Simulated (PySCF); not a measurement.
# Electric field gradients and quadrupole coupling constants

ClFH₈Si₄.
Structure used (GFN2-xTB), in Å, numbered top down from 1:
```
atom  x, y, z in Å
F1    -2.334   -1.143    0.888
Si2   -2.137   -0.443   -0.559
Si3    0.092    0.227   -0.454
Si4    0.482    1.899    1.155
Si5    1.599   -1.578   -0.361
Cl6    0.456    1.152   -2.306
H7    -2.524   -1.502   -1.488
H8    -3.189    0.572   -0.576
H9     1.840    2.447    1.088
H10   -0.436    3.038    1.051
H11    0.314    1.332    2.495
H12    2.998   -1.159   -0.487
H13    1.369   -2.587   -1.401
H14    1.468   -2.255    0.931
```

Field gradients from the PBE0/pcSseg-1 density (PySCF, non-relativistic), principal values in atomic units, ordered |Vxx| ≤ |Vyy| ≤ |Vzz|:

```tsv
atom	Vxx	Vyy	Vzz
Cl6	-1.1864	-1.1986	2.3850
```

Q: Find the asymmetry η = (Vxx − Vyy)/Vzz and the couplings χ = eQV/h (234.96 MHz × Q in barn × V in au), with Q(35Cl) = −0.0817 b.

A: 
```tsv
atom	environment	nucleus	η	χzz (MHz)	χxx (MHz)	χyy (MHz)
Cl6	silicon-bound chlorine	35Cl	0.01	-45.78	22.77	23.01
```

The gradient is axial or nearly so (η below 0.05) at Cl6. The tensor is traceless: Vxx + Vyy + Vzz = 0.

Q: What is Vzz at Cl6 in SI units (1 au = 9.71736 × 10²¹ V/m²)?

A: 2.3850 au = 23.176 × 10²¹ V/m².

Q: What couplings would deuterons (Q(2H) = 0.00286 b) have in place of the hydrogens, at this geometry?

A: 
```tsv
atom	bonded to	bond length (Å)	Vzz (au)	η	χzz (kHz)
H7	Si2	1.461	0.1607	0.02	108
H8	Si2	1.461	0.1606	0.02	108
H9	Si4	1.466	0.1620	0.01	109
H10	Si4	1.467	0.1613	0.01	108
H11	Si4	1.464	0.1627	0.01	109
H12	Si5	1.466	0.1619	0.01	109
H13	Si5	1.467	0.1613	0.01	108
H14	Si5	1.465	0.1625	0.01	109
```

One conformer (not necessarily the lowest) at the GFN2-xTB geometry, without solvent, vibrations or thermal averaging. GFN2-xTB bond lengths can be off by several hundredths of an ångström, more for odd bonds, and the gradients follow them. These gradients aren't converged with respect to the basis.

These values come from a run that also computed NMR shieldings. Hardware: one thread, Arm Neoverse V1 (aarch64), no GPU, shared host with 64 logical CPUs at a one-minute load of 36. Cost: 25 s of wall time, 0.81 GiB resident at most.
